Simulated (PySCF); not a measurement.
PySCF job for H₂O₃S, SMILES O=S(O)O, PBE-D3(BJ)/def2-SVP. The structure is a stationary point at PBE-D3(BJ)/def2-SVP. One conformer was computed; it need not be the lowest.

```python
import numpy as np
from pyscf import gto, scf, dft, df
from pyscf.hessian import thermo

mol = gto.M(
    atom='''
    O    -0.32025127   -1.40035668    0.00000001
    S     0.44466494   -0.11979267    0.00000000
    O    -0.15333486    0.76950217    1.29486210
    O    -0.15333486    0.76950216   -1.29486211
    H    -1.04963552    0.40375078    1.48315475
    H    -1.04963552    0.40375077   -1.48315474
    ''',
    basis='def2-SVP',
    charge=0,
    spin=0,
    max_memory=1600,
    verbose=3,
)
mf = dft.RKS(mol, xc='pbe').density_fit(auxbasis='def2-universal-jkfit')
mf.disp = 'd3bj'
mf.grids.level = 3
mf.conv_tol = 1e-11
mf.max_cycle = 100
mf.kernel()

# analytic Hessian; the response equations are solved on a coarser grid
h, args, fine = mf.Hessian(), (mf.mo_energy, mf.mo_coeff, mf.mo_occ), mf.grids
h.max_memory = max(150, 2.5e-5 * df.make_auxmol(mol, mf.with_df.auxbasis).nao * mol.nelec[0] * (mol.nelec[0] + mol.nao))  # MB; small integral blocks
h1ao = h.make_h1(mf.mo_coeff, mf.mo_occ)
mf.grids = dft.Grids(mol).set(level=1).build(with_non0tab=True)
mo1, mo_e1 = h.solve_mo1(*args, h1ao)
mf.grids = fine
hess = h.hess_elec(*args, mo1, mo_e1, h1ao) + h.hess_nuc()
if mf.do_disp():
    hess += h.get_dispersion()
for i in range(mol.natm):  # the analytic DFT Hessian lacks the response of the grid: restore translational invariance
    hess[i, i] -= hess[i].sum(axis=0)
hess = (hess + hess.transpose(1, 0, 3, 2)) / 2
vib = thermo.harmonic_analysis(mol, hess, imaginary_freq=False)
thermo.dump_normal_mode(mol, vib)
th = thermo.thermo(mf, vib['freq_au'][vib['freq_au'] > 0], 298.15, 101325)
thermo.dump_thermo(mol, th)
g0 = mf.nuc_grad_method().set(verbose=0).kernel()

# dipole derivatives [dipole axis, atom, xyz] from the same response
r, irp = mol.intor('int1e_r'), mol.intor('int1e_irp').reshape(3, 3, mol.nao, mol.nao)
sl, dm0, ok = mol.aoslice_by_atom(), np.array(mf.make_rdm1()), []
dmu = np.einsum('a,xt->xat', mol.atom_charges(), np.eye(3))
for a, (_, _, p0, p1) in enumerate(sl):
    dmu[:, a] += 2 * np.einsum('xtij,ij->xt', irp[:, :, :, p0:p1], dm0.reshape(-1, mol.nao, mol.nao).sum(0)[:, p0:p1])
    for u, c, occ, f in [(mo1, mf.mo_coeff, mf.mo_occ, 4)]:
        dmu[:, a] -= f * np.einsum('tui,xuv,vi->xt', u[a], r, c[:, occ > 0], optimize=True)
L = vib['norm_mode']
ir = 974.8801 * (np.einsum('xat,kat->kx', dmu, L) ** 2).sum(1)       # km/mol
apt = np.einsum('xax->a', dmu) / 3
print('mode   freq/cm-1   IR/(km/mol)')
for k, w in enumerate(vib['freq_wavenumber']):
    print(f'{k + 1:4d} {w:11.2f} {ir[k]:13.3f}')
print('max |gradient| / (hartree/bohr):', abs(g0).max())
print('APT charges:', apt.round(4))
```

Program output:

```
converged SCF energy = -624.325671806238

WARN: DFTD3 does not support analytical Hessian, using finite difference


WARN: Mole.unit (angstrom) is changed to Bohr

Mode                                 0                   1                   2
Irrep
Freq [cm^-1]                      157.5972            294.0970            414.2330
Reduced mass [au]                   1.3113              3.4314              2.2625
Force const [Dyne/A]                0.0192              0.1749              0.2287
Char temp [K]                     226.7473            423.1401            595.9890
Normal mode                   x     y     z       x     y     z       x     y     z
       0   O                -0.00  0.00 -0.08    0.04 -0.08  0.00   -0.06  0.05  0.00
       1   S                 0.00 -0.00  0.03   -0.00 -0.06 -0.00    0.06 -0.01 -0.00
       2   O                 0.05  0.02  0.03   -0.01  0.08 -0.10   -0.04  0.02 -0.10
       3   O                -0.05 -0.02  0.03   -0.01  0.08  0.10   -0.04  0.02  0.10
       4   H                -0.21  0.50 -0.29   -0.11  0.28 -0.18    0.18 -0.40  0.10
       5   H                 0.21 -0.50 -0.29   -0.11  0.28  0.18    0.18 -0.40 -0.10
Mode                                 3                   4                   5
Irrep
Freq [cm^-1]                      416.2708            450.4579            713.1812
Reduced mass [au]                   3.5914              1.9238             13.3242
Force const [Dyne/A]                0.3667              0.2300              3.9929
Char temp [K]                     598.9210            648.1086           1026.1090
Normal mode                   x     y     z       x     y     z       x     y     z
       0   O                 0.00 -0.00  0.15    0.04 -0.09  0.00    0.00  0.00 -0.02
       1   S                -0.00  0.00 -0.03   -0.07 -0.02 -0.00   -0.00  0.00  0.11
       2   O                -0.00 -0.10 -0.02    0.03  0.07  0.02    0.05 -0.06 -0.11
       3   O                 0.00  0.10 -0.02    0.03  0.07 -0.02   -0.05  0.06 -0.11
       4   H                -0.14  0.07 -0.30    0.21 -0.14  0.43    0.07 -0.02  0.09
       5   H                 0.14 -0.07 -0.30    0.21 -0.14 -0.43   -0.07  0.02  0.09
Mode                                 6                   7                   8
Irrep
Freq [cm^-1]                      714.1381           1027.5410           1059.2531
Reduced mass [au]                  15.1547              1.1423              1.6084
Force const [Dyne/A]                4.5537              0.7106              1.0633
Char temp [K]                    1027.4857           1478.4027           1524.0293
Normal mode                   x     y     z       x     y     z       x     y     z
       0   O                 0.03  0.01  0.00    0.00  0.00  0.02   -0.04 -0.11  0.00
       1   S                -0.08  0.07 -0.00    0.00 -0.00 -0.03   -0.02  0.05 -0.00
       2   O                 0.06 -0.08 -0.10   -0.03 -0.04 -0.01    0.04  0.03  0.02
       3   O                 0.06 -0.08  0.10    0.03  0.04 -0.01    0.04  0.03 -0.02
       4   H                 0.04  0.06  0.05   -0.09  0.40  0.51    0.07 -0.32 -0.44
       5   H                 0.04  0.06 -0.05    0.09 -0.40  0.51    0.07 -0.32  0.44
Mode                                 9                  10                  11
Irrep
Freq [cm^-1]                     1195.8763           3571.8633           3574.7643
Reduced mass [au]                   4.4235              1.0656              1.0658
Force const [Dyne/A]                3.7272              8.0104              8.0245
Char temp [K]                    1720.5997           5139.1160           5143.2900
Normal mode                   x     y     z       x     y     z       x     y     z
       0   O                -0.10 -0.14  0.00    0.00  0.00 -0.00   -0.00 -0.00 -0.00
       1   S                 0.07  0.07 -0.00    0.00 -0.00  0.00   -0.00  0.00  0.00
       2   O                -0.02 -0.02 -0.01   -0.04 -0.02  0.01   -0.04 -0.02  0.01
       3   O                -0.02 -0.02  0.01    0.04  0.02  0.01   -0.04 -0.02 -0.01
       4   H                -0.05  0.19  0.23    0.62  0.25 -0.14    0.62  0.25 -0.14
       5   H                -0.05  0.19 -0.23   -0.62 -0.25 -0.14    0.62  0.25  0.14
temperature 298.1500 [K]
pressure 101325.00 [Pa]
Rotational constants [GHz] 8.15114 7.32799 4.62781
Symmetry number 1
Zero-point energy (ZPE) 0.03096 [Eh]   81281.903 [J/mol]
                           tot       elec      trans        rot        vib
Entropy [J/mol/K]       297.550      0.000    163.716    102.790     31.043
Cv [J/mol/K]             68.005      0.000     12.472     12.472     43.061
Cp [J/mol/K]             76.319      0.000     20.786     12.472     43.061
Internal energy [J/mol]                      3718.434   3718.434  87070.727
Internal energy [Eh]   -624.28968  -624.32567
Enthalpy [J/mol]                             6197.391   3718.434  87070.727
Enthalpy [Eh]          -624.28873
Gibbs free energy [J/mol]                  -42614.581 -26928.546  77815.109
Gibbs free energy [Eh] -624.32252
mode   freq/cm-1   IR/(km/mol)
   1      157.60        15.084
   2      294.10        11.569
   3      414.23       121.044
   4      416.27        54.496
   5      450.46        29.884
   6      713.18       314.428
   7      714.14       128.352
   8     1027.54        40.511
   9     1059.25         9.635
  10     1195.88       126.881
  11     3571.86        26.028
  12     3574.76        72.129
max |gradient| / (hartree/bohr): 5.8026845062911815e-05
APT charges: [-0.6652  1.5459 -0.6844 -0.6844  0.2441  0.2441]
```

The calculation finished and met its thresholds.
